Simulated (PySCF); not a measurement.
## RhI at PW91

Computed with PW91; PySCF, scalar-relativistic core potentials, basis sets Rh def2-TZVPP with ECP28, I def2-TZVPP with ECP28.

| Item | Value |
| --- | --- |
| state | ³Δ (triplet), unpaired electrons σ ↑, δ ↑ |
| bond length | 2.542 Å |
| harmonic wavenumber | 215 cm⁻¹ |
| force constant | 1.55 mdyn/Å |
| rotational constant Be | 0.04592 cm⁻¹ |
| anharmonicity ωexe | 0.534 cm⁻¹ |
| vibration–rotation constant αe | 0.000153 cm⁻¹ |
| well depth De to Rh (4d8 5s1) + I | 2.99 eV |
| dissociation energy D0 | 2.98 eV |
| bond order (Mayer) | 1.24 |
| dipole moment (positive dipole means Rh(−)I(+)) | -3.77 D |

The metal atom is held in its measured ground configuration; semilocal functionals can put another filling of s and d lower by some tenths of an eV, and De to that atom would be smaller. These are scalar-relativistic numbers at best; spin–orbit coupling would shift them, the dissociation energy most. The state is the lowest single determinant that the PBE0 search found; with open d or f shells the true ground state can be another one.
